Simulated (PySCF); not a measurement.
Two-dimensional NMR puzzle

Compound of formula C5H3ClO2. Correlations simulated from computed shifts and the bond graph:

HSQC (one-bond C–H):
| δH | δC |
| --- | --- |
| 7.78 | 130.2 |
| 7.77 | 154.5 |
| 6.93 | 120.9 |

COSY cross peaks (H two or three bonds apart, from the bond graph; peaks can be absent where the dihedral angle is near 90°):
| δH | δH |
| --- | --- |
| 7.78 | 6.93 |
| 7.77 | 6.93 |

HMBC (two and three bonds, from the bond graph):
| δH | δC |
| --- | --- |
| 7.78 | 164.1, 154.5, 151.6, 120.9 |
| 7.77 | 151.6, 130.2, 120.9 |
| 6.93 | 154.5, 151.6, 130.2 |

Carbons without hydrogens: δ 164.1, 151.6.

Computed data (PySCF 2.14): shielding tensors at PBE0/pcSseg-1 (GIAO), GFN2-xTB geometry. One computed conformer, no solvent model, no relativistic terms.

Referencing at the same level of theory: $^{1}$H, $^{13}$C against TMS.

Exchangeable hydrogens are left out of these lists.

Q: Assemble the structure.

A: SMILES O=C(Cl)c1ccco1.

Atoms are numbered as in `[O:1]=[C:2]([Cl:3])[c:4]1[cH:5][cH:6][cH:7][o:8]1`; H(Xn) means a hydrogen on atom n.

1. δC 164.1 is C2, a carbonyl carbon.
2. δC 154.5 is C7, an aromatic CH next to the ring oxygen (δH 7.77).
3. δC 151.6 is C4, a substituted aromatic carbon next to the ring oxygen.
4. δC 130.2 is C5, an aromatic CH (δH 7.78).
5. δC 120.9 is C6, an aromatic CH (δH 6.93).
6. HMBC from δH 7.78 reaches the proton-free carbons C2, C4.
7. HMBC from δH 7.77 reaches the proton-free carbon C4.
8. HMBC from δH 6.93 reaches the proton-free carbon C4.
9. COSY links 7.78–6.93, 7.77–6.93.

The data come from this structure; uniqueness wasn't tested.

Carbons that carry Cl, above all several Cl atoms, come out too deshielded, partly because spin–orbit coupling is missing. Shifts are as computed. Against solution values, carbons near 30 ppm lie about +3 ppm off and those near 130 ppm about +5 ppm; carbons on Cl a further +6 ppm. Of 1211 compounds with measured shifts, 218 miss one by over three times the rms of a fit or turn the order of signals round; such compounds aren't used in these exercises.
